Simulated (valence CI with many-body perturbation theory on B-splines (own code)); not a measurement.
**Assign the levels of Ni VI**

Computed by configuration interaction combined with many-body perturbation theory (CI+MBPT): five valence electrons over a frozen Dirac-Fock core [Ar], radial functions for each j: 7 s, 7 p, 8 d, 6 f, 4 g, 1 h, with the one-electron correlation potential Σ1 (screened to all orders), the two-electron term Σ2, the three-electron term Σ3, Breit, model QED; selected single and double excitations, second order for the rest, scaled by the run's own slope (own B-spline code, finite nucleus).

Against 33 measured levels this calculation errs by 2573 cm⁻¹ on average and by 7640 at most. These come from a selection out of Corliss and Sugar, J. Phys. Chem. Ref. Data 10, 197 (1981). Levels without a partner in it may be off by more, other configurations by 1,000 to 8,000 cm⁻¹. Among the levels kept, up to 1600 cm⁻¹ of a level comes from second order outside the variational space, and about a tenth of that is noise between levels of different J, which matters for small intervals. Only levels of the ground parity were solved; by the run's estimate the other parity begins above the list, which can be wrong where configurations are misplaced.

| No. | J | Parity | E (cm⁻¹) | g |
| --- | --- | --- | --- | --- |
| 1 | 5/2 | even | 0.0 | 2.001 |
| 2 | 11/2 | even | 40808 | 1.272 |
| 3 | 5/2 | even | 40878 | 0.572 |
| 4 | 9/2 | even | 40900 | 1.171 |
| 5 | 7/2 | even | 40913 | 0.984 |
| 6 | 5/2 | even | 45867 | 1.572 |
| 7 | 3/2 | even | 46092 | 1.685 |
| 8 | 1/2 | even | 46335 | 2.583 |
| 9 | 7/2 | even | 49825 | 1.427 |
| 10 | 1/2 | even | 50144 | 0.083 |
| 11 | 3/2 | even | 50302 | 1.246 |
| 12 | 5/2 | even | 50307 | 1.394 |
| 13 | 11/2 | even | 58966 | 0.925 |
| 14 | 13/2 | even | 59037 | 1.076 |

Energies count from the lowest level. Strongly mixed levels and levels close to another of their J and parity are left out, so the numbers can have gaps.

(1) Give configuration and LS term of each level.

## Answers

(1) 1: 3d5 6S; 2: 3d5 4G; 3: 3d5 4G; 4: 3d5 4G; 5: 3d5 4G; 6: 3d5 4P; 7: 3d5 4P; 8: 3d5 4P; 9: 3d5 4D; 10: 3d5 4D; 11: 3d5 4D; 12: 3d5 4D; 13: 3d5 2I; 14: 3d5 2I.
